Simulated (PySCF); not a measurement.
C3H8O2Si, SMILES C(=O)(O[SiH2]C)C. Atoms are numbered in the order given.

```xyz
14

Si    -1.1822     0.5609     0.6676
C     -2.1810    -0.8779     0.0354
O      0.5003     0.1893     0.7111
C      1.1316    -0.0333    -0.4469
C      2.5935    -0.3081    -0.2660
O      0.5551    -0.0069    -1.5064
H     -1.4728     0.8367     2.1019
H     -1.3798     1.8027    -0.1299
H     -3.2574    -0.6601     0.1203
H     -1.9688    -1.7858     0.6205
H     -1.9392    -1.0698    -1.0195
H      2.7270    -1.1747     0.3978
H      3.0703     0.5511     0.2281
H      3.0635    -0.4961    -1.2374
```

The structure is a stationary point at PBE0-D3(BJ)/def2-SVP. One conformer was computed; it need not be the lowest.

The numbers are results of PySCF with PBE/def2-TZVP, not measurements.

Gas-phase values at a fixed geometry.

Computed frontier levels, gap, dipole moment and polarisability:
```json
{
  "highest_occupied_level": "-6.38 eV",
  "lowest_empty_level": "-1.06 eV",
  "orbital_gap": "5.31 eV",
  "dipole_moment": "1.44 D",
  "quadrupole, principal values (traceless, Buckingham form, about the centre of nuclear charge)": "-9.36, -0.13, 9.49 D·Å",
  "mean_static_polarisability": "69.8 bohr³ (10.35 Å³)",
  "polarisability_principal_values": "60.3, 67.5, 81.7 bohr³"
}
```
